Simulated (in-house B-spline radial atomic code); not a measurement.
LC-wPBE excitations of La IV (La3+)

Method: LC-wPBE. Computed with a B-spline radial code for spherical atoms: linear response of the closed shell [Kr] 4d10 5s2 5p6 with the functional's adiabatic kernel; scalar-relativistic (spin-free one-electron X2C), finite nucleus, no spin-orbit coupling, no double excitations, S, P, D and F terms only; shells from n = 3 respond. Only terms of natural parity with L up to 3 were computed.

Spin-orbit coupling is strong here, so these LS terms don't match observed levels.

Command:
```bash
python run_td.py task.json out
```
Settings (radii: box in bohr, nucleus in fm):
```
Z                        57
electrons                54
configuration            [Kr] 4d10 5s2 5p6
hamiltonian              x2c
method                   lc_wpbe
box_radius               23.08
rms_radius               4.855
intervals                72
```

Time taken, with all properties: 6.4 s on 1 thread of Arm Neoverse N1 (shared host).

The lowest states, in the order of their Tamm-Dancoff energies; the method's threshold (minus the highest occupied level) is 49.46 eV. Labels give the largest channel, * marks a mixed state, and oscillator strengths are full-response dipole values. Semilocal kernels can invert the small singlet-triplet splittings of Rydberg terms. Energies in eV:

| state | full response | Tamm-Dancoff | oscillator strength |
| --- | --- | --- | --- |
| 5p → 4f 3D | 16.772 | 16.824 | - |
| 5p → 4f 1D | ? | ? | - |
| 5p → 5d 3P | 20.067 | 20.142 | - |
| 5p → 5d 3F | 20.289 | 20.421 | - |
| 5p → 5d 1F | 21.950 | 21.973 | - |
| 5p → 6s 3P | 24.896 | 24.907 | - |
| 5p → 6s 1P | ? | ? | ? |
| 5p → 5d 1P | 26.302 | 27.115 | 5.9 |
| 5p → 6p 3S | 28.860 | 28.876 | - |
| 5p → 6p 3D | 29.358 | 29.365 | - |

Problem. Where does 5p → 4f 1D lie?

Solution. At 19.165 eV in full response, 19.307 eV in Tamm-Dancoff.

Problem. Where does 5p → 6s 1P lie?

Solution. At 25.269 eV in full response, 25.311 eV in Tamm-Dancoff, oscillator strength 0.144.

Problem. How large is the singlet-triplet splitting of 5p → 4f (D terms) in Tamm-Dancoff?

Solution. 2.48 eV, from the unrounded values.

Problem. What polarisabilities and dispersion coefficient does the method give?

Solution. Dipole 7.668 bohr³, quadrupole 28.21 bohr⁵, C6 49.02 hartree·bohr⁶ for two such species.
